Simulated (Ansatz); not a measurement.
Two structures of CH$_{5}$Ga, closed shell, reached by relaxing down either side of one saddle point (PBE0-D4/def2-TZVP). Energies are electronic, without zero-point energy. Program: Ansatz 0.2.0. Basis: def2-TZVPP and def2-QZVPP. Cores are frozen in the correlated methods. Filled d shells of the heavier atoms are correlated. The def2 sets are not built for correlating such inner shells, so the correlated values are less sure here. Extrapolation: Hartree–Fock as exp(−7.88 √X), correlation as X^−2.97. First:

```
atom    x (Å)    y (Å)    z (Å)
 Ga1  -2.0206  -0.4641  -1.2859
  H2   0.5470  -0.4396  -0.0669
  H3  -0.9413  -1.6943  -1.6812
  C4   0.5875   0.4317   0.5911
  H5   1.5700   0.4621   1.0620
  H6   0.4361   1.3464   0.0175
  H7  -0.1786   0.3580   1.3633
```

Second:

Ga1  (-1.733, 0.123, -0.108)
H2  (0.612, -1.628, -1.438)
H3  (0.005, -1.912, -1.768)
C4  (0.024, 0.757, 0.706)
H5  (0.613, -0.075, 1.109)
H6  (0.646, 1.278, -0.031)
H7  (-0.167, 1.456, 1.530)
(Å)

(1) Which bonds change from the first to the second?

(2) Give the saddle point's structure and its height above each. (An estimate is asked for; the value comes from the calculation.)

The search had been set up for a 1,1-elimination (forming H2–H3, breaking Ga1–H2, Ga1–H3); from that guess it ended on this step instead.

The T1 diagnostic stays at or below 0.014.

## Answers

(1) CH₄ + GaH → CH₃Ga ([CH3][Ga]) + H₂; bonds formed: Ga1–C4, H2–H3; bonds broken: Ga1–H3, H2–C4.

(2) By the calculation: 33.53 kcal/mol above the first and 27.15 kcal/mol above the second (CCSD(T) at an estimated basis limit (MP2 extrapolated from triple and quadruple zeta, plus CCSD(T) − MP2 in triple zeta)).
Ga1  (-1.567, -0.156, -0.853)
H2  (0.116, -0.754, -0.496)
H3  (-0.235, -1.443, -1.164)
C4  (0.262, 0.426, 0.434)
H5  (1.265, 0.014, 0.590)
H6  (0.386, 1.452, 0.078)
H7  (-0.229, 0.460, 1.411)
(Å)

Labels in which every atom is bracketed show which atoms are joined, not bond orders.

For scale, one of the runs: CCSD(T)/def2-TZVPP, 149 basis functions, launched by `ansatz run in.yaml --threads 2 --pin off --events-out ev --progress --plain --max-ram 4352MiB`. Time: 21 s of wall clock on 2 CPU threads of an Arm Neoverse V1; the host was shared. Peak host memory: 0.93 GiB.
